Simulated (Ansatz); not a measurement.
Geometry optimisation of `C[S][Zr]([Cl])([Cl])[Cl]`.

```yaml
crystal:
  periodic: [false, false, false]
  atoms:
    - {symbol: C, position_ang: [-0.118470, -1.191870, 0.997500]}
    - {symbol: S, position_ang: [1.486570, -0.741570, 0.192430]}
    - {symbol: Zr, position_ang: [0.296100, 1.041810, -0.931990]}
    - {symbol: Cl, position_ang: [-1.529670, 0.145080, -1.927650]}
    - {symbol: Cl, position_ang: [1.565170, 2.129180, -2.452400]}
    - {symbol: Cl, position_ang: [-0.452660, 2.478140, 0.649760]}
    - {symbol: H, position_ang: [0.107230, -1.900920, 1.793280]}
    - {symbol: H, position_ang: [-0.586260, -0.293210, 1.424050]}
    - {symbol: H, position_ang: [-0.768020, -1.666640, 0.255010]}
basis:
  gaussian: {orbitals: def2-TZVP}
hamiltonian: {xc: pbe0, dispersion: d4}
relax: {f_tol: 0.005, max_steps: 150}
```

```sh
$ ansatz run in.yaml --threads 4 --pin off --events-out ev --progress --plain --max-ram 11315MiB
```

Output, abridged:

```
Functional definition: PBE0
mean field -50761.77151170 eV, -1865.4606954906 hartree, gradient 2.2e-5 eV, S^2 0.000000; 0 other end points of the search recorded, 0 dependent functions left out
relax step   1: F+E_penalty+E_count = -50762.09496967 eV  Δ(F+E_penalty+E_count) = +0.000e0 eV  max|allowed force component| = 9.940e-1 eV/Å  Δτ_max = 0.0000 Å  (30 SCF iters, accepted)
mean field -50761.93331660 eV, -1865.4666417108 hartree, gradient 1.5e-5 eV, S^2 0.000000; 0 other end points of the search recorded, 0 dependent functions left out
relax step   2: F+E_penalty+E_count = -50762.24339103 eV  Δ(F+E_penalty+E_count) = -1.484e-1 eV  max|allowed force component| = 3.427e-1 eV/Å  Δτ_max = 0.1948 Å  (40 SCF iters, accepted)
mean field -50761.95769427 eV, -1865.4675375737 hartree, gradient 9.6e-6 eV, S^2 0.000000; 0 other end points of the search recorded, 0 dependent functions left out
relax step   3: F+E_penalty+E_count = -50762.27035402 eV  Δ(F+E_penalty+E_count) = -2.696e-2 eV  max|allowed force component| = 1.995e-1 eV/Å  Δτ_max = 0.0825 Å  (34 SCF iters, accepted)
mean field -50761.96856511 eV, -1865.4679370696 hartree, gradient 1.1e-5 eV, S^2 0.000000; 0 other end points of the search recorded, 0 dependent functions left out
relax step   4: F+E_penalty+E_count = -50762.28115668 eV  Δ(F+E_penalty+E_count) = -1.080e-2 eV  max|allowed force component| = 1.214e-1 eV/Å  Δτ_max = 0.1585 Å  (33 SCF iters, accepted)
mean field -50761.97117397 eV, -1865.4680329434 hartree, gradient 1.8e-5 eV, S^2 0.000000; 0 other end points of the search recorded, 0 dependent functions left out
relax step   5: F+E_penalty+E_count = -50762.28443269 eV  Δ(F+E_penalty+E_count) = -3.276e-3 eV  max|allowed force component| = 1.196e-1 eV/Å  Δτ_max = 0.0705 Å  (32 SCF iters, accepted)
mean field -50761.97185209 eV, -1865.4680578638 hartree, gradient 1.5e-5 eV, S^2 0.000000; 0 other end points of the search recorded, 0 dependent functions left out
relax step   6: F+E_penalty+E_count = -50762.28528841 eV  Δ(F+E_penalty+E_count) = -8.557e-4 eV  max|allowed force component| = 1.155e-1 eV/Å  Δτ_max = 0.0180 Å  (34 SCF iters, accepted)
mean field -50761.97241027 eV, -1865.4680783766 hartree, gradient 1.5e-5 eV, S^2 0.000000; 0 other end points of the search recorded, 0 dependent functions left out
relax step   7: F+E_penalty+E_count = -50762.28617525 eV  Δ(F+E_penalty+E_count) = -8.868e-4 eV  max|allowed force component| = 1.264e-1 eV/Å  Δτ_max = 0.0195 Å  (34 SCF iters, accepted)
mean field -50761.97642761 eV, -1865.4682260111 hartree, gradient 2.2e-5 eV, S^2 0.000000; 0 other end points of the search recorded, 0 dependent functions left out
relax step   8: F+E_penalty+E_count = -50762.29066915 eV  Δ(F+E_penalty+E_count) = -4.494e-3 eV  max|allowed force component| = 1.549e-1 eV/Å  Δτ_max = 0.1009 Å  (32 SCF iters, accepted)
mean field -50761.97691677 eV, -1865.4682439875 hartree, gradient 1.5e-5 eV, S^2 0.000000; 0 other end points of the search recorded, 0 dependent functions left out
relax step   9: F+E_penalty+E_count = -50762.29130519 eV  Δ(F+E_penalty+E_count) = -6.360e-4 eV  max|allowed force component| = 1.300e-1 eV/Å  Δτ_max = 0.0082 Å  (35 SCF iters, accepted)
mean field -50761.97701645 eV, -1865.4682476509 hartree, gradient 1.5e-5 eV, S^2 0.000000; 0 other end points of the search recorded, 0 dependent functions left out
relax step  10: F+E_penalty+E_count = -50762.29150972 eV  Δ(F+E_penalty+E_count) = -2.045e-4 eV  max|allowed force component| = 1.303e-1 eV/Å  Δτ_max = 0.0047 Å  (35 SCF iters, accepted)
mean field -50761.97013680 eV, -1865.4679948283 hartree, gradient 7.7e-6 eV, S^2 0.000000; 0 other end points of the search recorded, 0 dependent functions left out
relax step  11: F+E_penalty+E_count = -50762.28718203 eV  Δ(F+E_penalty+E_count) = +4.328e-3 eV  max|allowed force component| = 4.835e-1 eV/Å  Δτ_max = 0.1952 Å  (33 SCF iters, rejected (line search))
mean field -50761.97980913 eV, -1865.4683502800 hartree, gradient 1.3e-5 eV, S^2 0.000000; 0 other end points of the search recorded, 0 dependent functions left out
relax step  12: F+E_penalty+E_count = -50762.29573958 eV  Δ(F+E_penalty+E_count) = -4.230e-3 eV  max|allowed force component| = 6.751e-2 eV/Å  Δτ_max = 0.0976 Å  (32 SCF iters, accepted)
mean field -50761.98029884 eV, -1865.4683682762 hartree, gradient 2.5e-5 eV, S^2 0.000000; 0 other end points of the search recorded, 0 dependent functions left out
relax step  13: F+E_penalty+E_count = -50762.29723922 eV  Δ(F+E_penalty+E_count) = -1.500e-3 eV  max|allowed force component| = 1.654e-1 eV/Å  Δτ_max = 0.0975 Å  (32 SCF iters, accepted)
mean field -50761.98162075 eV, -1865.4684168556 hartree, gradient 1.9e-5 eV, S^2 0.000000; 0 other end points of the search recorded, 0 dependent functions left out
relax step  14: F+E_penalty+E_count = -50762.29856596 eV  Δ(F+E_penalty+E_count) = -1.327e-3 eV  max|allowed force component| = 8.680e-2 eV/Å  Δτ_max = 0.0445 Å  (33 SCF iters, accepted)
mean field -50761.98280082 eV, -1865.4684602222 hartree, gradient 1.7e-5 eV, S^2 0.000000; 0 other end points of the search recorded, 0 dependent functions left out
relax step  15: F+E_penalty+E_count = -50762.29971518 eV  Δ(F+E_penalty+E_count) = -1.149e-3 eV  max|allowed force component| = 6.921e-3 eV/Å  Δτ_max = 0.0289 Å  (33 SCF iters, accepted)
mean field -50761.98282847 eV, -1865.4684612384 hartree, gradient 1.5e-5 eV, S^2 0.000000; 0 other end points of the search recorded, 0 dependent functions left out
relax step  16: F+E_penalty+E_count = -50762.29984013 eV  Δ(F+E_penalty+E_count) = -1.249e-4 eV  max|allowed force component| = 5.959e-3 eV/Å  Δτ_max = 0.0162 Å  (34 SCF iters, accepted)
mean field -50761.98284233 eV, -1865.4684617477 hartree, gradient 1.5e-5 eV, S^2 0.000000; 0 other end points of the search recorded, 0 dependent functions left out
relax step  17: F+E_penalty+E_count = -50762.29988949 eV  Δ(F+E_penalty+E_count) = -4.937e-5 eV  max|allowed force component| = 9.443e-3 eV/Å  Δτ_max = 0.0249 Å  (33 SCF iters, accepted)
mean field -50761.98290325 eV, -1865.4684639868 hartree, gradient 1.4e-5 eV, S^2 0.000000; 0 other end points of the search recorded, 0 dependent functions left out
relax step  18: F+E_penalty+E_count = -50762.29990021 eV  Δ(F+E_penalty+E_count) = -1.072e-5 eV  max|allowed force component| = 6.292e-3 eV/Å  Δτ_max = 0.0062 Å  (35 SCF iters, accepted)
mean field -50761.98290570 eV, -1865.4684640768 hartree, gradient 1.4e-5 eV, S^2 0.000000; 0 other end points of the search recorded, 0 dependent functions left out
relax step  19: F+E_penalty+E_count = -50762.29991439 eV  Δ(F+E_penalty+E_count) = -1.417e-5 eV  max|allowed force component| = 2.693e-3 eV/Å  Δτ_max = 0.0027 Å  (35 SCF iters, accepted)
mean field -50761.98290570 eV, -1865.4684640768 hartree, gradient 2.0e-5 eV, S^2 0.000000; 1 other end points of the search recorded, 0 dependent functions left out
Total energy: -50762.29995942 eV, -1865.4801155859 hartree
Atom 0 at    -0.068189    -1.250968     0.911929 Å, force     0.001624    -0.000364    -0.002693 eV/Å
Atom 1 at     1.400380    -0.822099    -0.084833 Å, force    -0.002549     0.001778     0.000061 eV/Å
Atom 2 at     0.214316     1.088619    -0.866977 Å, force     0.001674    -0.002435     0.000894 eV/Å
Atom 3 at    -1.724464     0.384787    -1.964577 Å, force     0.000114    -0.000046    -0.000127 eV/Å
Atom 4 at     1.641808     2.196562    -2.320300 Å, force    -0.000235    -0.000094     0.000049 eV/Å
Atom 5 at    -0.342319     2.437604     0.957592 Å, force    -0.000164     0.000460     0.000211 eV/Å
Atom 6 at     0.213909    -1.262647     1.963187 Å, force     0.000060     0.000469     0.000851 eV/Å
Atom 7 at    -0.903983    -0.544407     0.807381 Å, force    -0.000300     0.000340     0.000829 eV/Å
Atom 8 at    -0.431468    -2.227452     0.596589 Å, force    -0.000224    -0.000107    -0.000075 eV/Å
Dipole moment:    -0.092698    -0.338781     0.281987 e Å
```

It took 72 s on 4 threads of an Intel Xeon 6975P-C on a shared host, with 0.99 GiB of host memory at the peak.
